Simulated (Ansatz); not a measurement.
```yaml
crystal:
  periodic: [false, false, false]
  atoms:
    - {symbol: F, position_ang: [-2.369476, -0.090409, 0.350363]}
    - {symbol: Sn, position_ang: [-0.666129, -0.059670, -0.557664]}
    - {symbol: As, position_ang: [1.057335, -0.500453, 1.327047]}
    - {symbol: H, position_ang: [-0.762635, -1.337044, -1.685675]}
    - {symbol: H, position_ang: [-0.631783, 1.479959, -1.292542]}
    - {symbol: H, position_ang: [1.262676, 0.995153, 1.527506]}
    - {symbol: H, position_ang: [2.171212, -0.555635, 0.285165]}
basis:
  gaussian: {orbitals: ANO-RCC-VTZP, fitting: {mean_field: cc-pVTZ-jkfit}, nuclear_model: gaussian}
total_charge: -1
magnetization: {spin_polarized: true, initial_magnetization: 1}
hamiltonian: {xc: {name: SVWN5}, pseudopotentials: {relativity: scalar}}
output: {forces: true}
```

```sh
$ ansatz run in.yaml --threads 2 --pin off --events-out ev --progress --plain --max-ram 4352MiB
```

Question: How does Ansatz answer? (Best estimate.)

Answer: Computed: The input was rejected before any iteration.
```
Functional definition: SVWN5
Error: <dir> the basis set cc-pVTZ-JKFIT has no functions for Sn
```
